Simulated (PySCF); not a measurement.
C₃H₃BF₂O, SMILES FB(F)C1=CCO1. Atoms are numbered in the order given.

```xyz
10

F      1.1563     1.8404     0.0000
B      0.0014     1.2116     0.0000
F     -1.1022     1.9336     0.0000
C     -0.0911    -0.3349     0.0000
C     -1.0609    -1.2773     0.0000
C      0.0482    -2.2841     0.0000
O      0.9947    -1.1922     0.0000
H     -2.1477    -1.2951     0.0000
H      0.1597    -2.9065     0.9029
H      0.1597    -2.9065    -0.9029
```
Charge 0, spin multiplicity 1.

Geometry optimised at PBE0-D3(BJ)/def2-SVP. This is a generated structure with no PubChem entry under its InChIKey; it may be hypothetical. The values are those of a single conformer.

All values below come from PBE0-D3(BJ)/def2-SVP (PySCF).

No scaling factor is applied to the harmonic values.

**Question.** List the normal modes with their intensities. (Estimate from the structure and the level; the computed values follow.)

**Answer.** 
| mode | ν (cm⁻¹) | IR (km/mol) | moving atoms (share of kinetic energy) |
|---|---|---|---|
| 1 | 80 | 2.1 | F 42 %, O 28 %, C 20 %, H 10 % |
| 2 | 134 | 0.2 | F 50 %, C 27 %, O 13 % |
| 3 | 168 | 1.6 | C 59 %, H 24 %, F 11 % |
| 4 | 365 | 5.3 | F 62 %, C 23 %, O 12 % |
| 5 | 444 | 6.0 | F 42 %, C 28 %, O 17 % |
| 6 | 480 | 36.5 | C 33 %, H 26 %, B 24 %, O 13 % |
| 7 | 644 | 18.6 | F 69 %, B 17 %, C 8 % |
| 8 | 705 | 60.8 | B 39 %, H 30 %, C 24 % |
| 9 | 727 | 1.1 | H 62 %, B 19 %, C 16 % |
| 10 | 935 | 31.1 | H 58 %, C 31 %, O 10 % |
| 11 | 976 | 7.1 | H 50 %, C 46 % |
| 12 | 999 | 14.0 | C 59 %, O 33 % |
| 13 | 1011 | 20.2 | C 45 %, O 36 %, F 10 % |
| 14 | 1122 | 0.1 | H 89 % |
| 15 | 1151 | 85.6 | H 45 %, C 41 %, O 9 % |
| 16 | 1202 | 64.1 | C 43 %, H 25 %, O 13 %, B 11 % |
| 17 | 1284 | 128.7 | C 41 %, H 38 %, B 12 % |
| 18 | 1399 | 248.4 | B 36 %, C 32 %, H 20 %, F 8 % |
| 19 | 1448 | 39.6 | H 76 %, C 16 % |
| 20 | 1463 | 260.6 | B 72 %, F 23 % |
| 21 | 1691 | 131.4 | C 89 % |
| 22 | 3081 | 11.0 | H 95 % |
| 23 | 3150 | 5.9 | H 90 %, C 10 % |
| 24 | 3306 | 1.1 | H 90 %, C 10 % |
